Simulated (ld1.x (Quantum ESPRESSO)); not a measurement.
**Reading a pseudo-wave (Hf)**

Columns: radius, all-electron u(r) and pseudo u(r) of the 5d shell (level -16.58 eV) of hafnium in the configuration [Kr] 4d10 4f14 5s2 5p6 5d2 6s0 6p0; revPBE, scalar-relativistic, TM semilocal scheme, ld1.x (Quantum ESPRESSO) 7.5.

| r (bohr) | all-electron | pseudo |
| --- | --- | --- |
| 0.082 | 0.1640 | 0.0006 |
| 0.165 | 0.1466 | 0.0044 |
| 0.248 | -0.0818 | 0.0147 |
| 0.330 | -0.2578 | 0.0335 |
| 0.413 | -0.3081 | 0.0629 |
| 0.495 | -0.2554 | 0.1029 |
| 0.578 | -0.1434 | 0.1541 |
| 0.660 | -0.0094 | 0.2137 |
| 0.742 | 0.1264 | 0.2800 |
| 0.825 | 0.2540 | 0.3509 |
| 0.908 | 0.3662 | 0.4221 |
| 0.990 | 0.4603 | 0.4896 |
| 1.072 | 0.5377 | 0.5513 |
| 1.155 | 0.6002 | 0.6055 |
| 1.238 | 0.6484 | 0.6500 |
| 1.320 | 0.6837 | 0.6840 |
| 1.402 | 0.7085 | 0.7085 |
| 1.485 | 0.7243 | 0.7243 |
| 1.568 | 0.7324 | 0.7324 |
| 1.650 | 0.7340 | 0.7340 |
| 1.733 | 0.7304 | 0.7304 |
| 1.815 | 0.7224 | 0.7224 |
| 1.898 | 0.7108 | 0.7108 |
| 1.980 | 0.6965 | 0.6965 |
| 2.062 | 0.6800 | 0.6800 |
| 2.145 | 0.6615 | 0.6615 |

Task: How many radial nodes do the two functions have?

Result: The all-electron 5d function has n − l − 1 = 2; the pseudo-wave has 0, since the states of the same l below it are removed with the core.

Task: At about which radius was the pseudo-wave matched?

Result: 1.65 bohr. The columns agree to 0.0005 from 1.32 bohr on; several derivatives are matched, so the curves merge somewhat inside the radius.

Task: Is the pseudo-wave norm-conserving?

Result: Yes: the TM semilocal scheme keeps the norm inside the radius equal to the all-electron one, which fixes the energy derivative of the logarithmic derivative at the level.
